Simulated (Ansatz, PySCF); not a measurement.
Input for Ansatz (a quantum-chemistry and plane-wave program):
Ansatz 0.2 input:
```yaml
crystal:
  periodic: [false, false, false]
  atoms:
    - {symbol: Bi, position_ang: [0.00283361, -0.00403046, 0.27310711]}
    - {symbol: F, position_ang: [-1.35263607, -1.00980650, -0.84069305]}
    - {symbol: F, position_ang: [-0.22186672, 1.68716206, -0.81262393]}
    - {symbol: F, position_ang: [1.54837061, -0.64018572, -0.86533751]}
basis:
  gaussian:
    orbitals: def2-SVP
hamiltonian:
  xc: cam_b3lyp
accuracy: high
```

**Question.** Convert this to an input for PySCF.

**Answer.** Several could match; the one computed here: 
```python
from pyscf import gto, scf, dft

mol = gto.M(
    atom='''
Bi    0.002834   -0.004030    0.273107
F    -1.352636   -1.009807   -0.840693
F    -0.221867    1.687162   -0.812624
F     1.548371   -0.640186   -0.865338
''',
    basis='def2-svp',
    ecp={'Bi': 'def2-svp'},
    charge=0,
    spin=0,
    verbose=4,
)

mf = dft.RKS(mol)
mf.xc = 'camb3lyp'
mf.grids.atom_grid = (99, 590)
mf.grids.prune = None
mf.kernel()
```

Both were run: Ansatz gave -513.882114 Eh and PySCF -513.882126 Eh, 0.011 mEh apart.
